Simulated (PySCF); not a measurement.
# TDDFT excited states: C2H9FSi4

Species: C2H9FSi4.
SMILES: `C#C[SiH2][Si@H](F)[SiH2][SiH3]`

Method: TDDFT CAM-B3LYP/def2-SVPD, vertical, gas phase, core orbitals frozen in the response in PySCF. One conformer (not necessarily the lowest) at the GFN2-xTB geometry, without solvent, vibrations or thermal averaging. Torsions of this conformer, `[CH:1]#[C:2][SiH2:3][Si@H:4]([F:5])[SiH2:6][SiH3:7]`: C2–Si3–Si4–F5 157°, Si3–Si4–Si6–Si7 -95°.

```json
{"state": "S1", "E (eV)": "5.57", "E (kJ/mol)": "537", "λ (nm)": "222.6", "f": "0.0008", "main configurations (H = HOMO, L = LUMO)": "H→L (88%)"}
{"state": "S2", "E (eV)": "6.02", "E (kJ/mol)": "581", "λ (nm)": "206.0", "f": "0.021", "main configurations (H = HOMO, L = LUMO)": "H-2→L (24%), H→L+1 (16%), H→L+4 (10%)"}
{"state": "S3", "E (eV)": "6.22", "E (kJ/mol)": "601", "λ (nm)": "199.2", "f": "0.0076", "main configurations (H = HOMO, L = LUMO)": "H-2→L (32%), H→L+2 (14%)"}
{"state": "S4", "E (eV)": "6.23", "E (kJ/mol)": "601", "λ (nm)": "199.0", "f": "0.0096", "main configurations (H = HOMO, L = LUMO)": "H-1→L (38%), H-1→L+2 (14%)"}
{"state": "S5", "E (eV)": "6.41", "E (kJ/mol)": "619", "λ (nm)": "193.4", "f": "0.135", "main configurations (H = HOMO, L = LUMO)": "H→L+1 (30%), H-1→L+2 (14%)"}
{"state": "S6", "E (eV)": "6.55", "E (kJ/mol)": "632", "λ (nm)": "189.2", "f": "0.145", "main configurations (H = HOMO, L = LUMO)": "H→L+1 (28%), H-2→L+1 (15%), H-4→L (10%)"}
{"state": "S7", "E (eV)": "6.91", "E (kJ/mol)": "667", "λ (nm)": "179.4", "f": "0.0078", "main configurations (H = HOMO, L = LUMO)": "H-1→L (33%), H-2→L (17%), H-1→L+1 (11%)"}
{"state": "S8", "E (eV)": "6.95", "E (kJ/mol)": "671", "λ (nm)": "178.3", "f": "0.049", "main configurations (H = HOMO, L = LUMO)": "H-3→L (62%), H-1→L (11%)"}
```

Triplets, Tamm–Dancoff:

```
state  E (eV)  λ (nm)  main configurations (H = HOMO, L = LUMO)
   T1    4.93   251.6                                 H→L (62%)
   T2    5.11   242.7     H→L (22%), H-1→L+4 (9%), H-2→L+2 (8%)
   T3    5.43   228.3                 H→L+1 (27%), H-2→L+2 (9%)
```

The lowest singlet lies at 5.57 eV (223 nm, ultraviolet) and is very weak; its leading configuration is HOMO→LUMO (88%). The most intense listed level is S6 at 6.55 eV (189 nm, f = 0.145), 0.98 eV above S1. S3/S4 lie within about 0.01 eV of each other. Löwdin shares by element: HOMO silicon 47% or more, carbon 14% or more (atoms not listed hold the other 39%); LUMO silicon 62% or more, hydrogen 7% or more (atoms not listed hold the other 31%). Of the 8 states listed, 4 reach f = 0.01 and none stays under 0.0005. The oscillator strengths of these states sum to 0.375; summed over the whole spectrum of an exact calculation they would give the number of electrons, 86 (Thomas–Reiche–Kuhn). Orbital energies (eV): HOMO-3 -10.30, HOMO-2 -9.85, HOMO-1 -9.77, HOMO -9.19, LUMO -0.36, LUMO+1 0.18, LUMO+2 0.78. Only the lowest 8 singlets were computed, as vertical energies without vibronic structure.
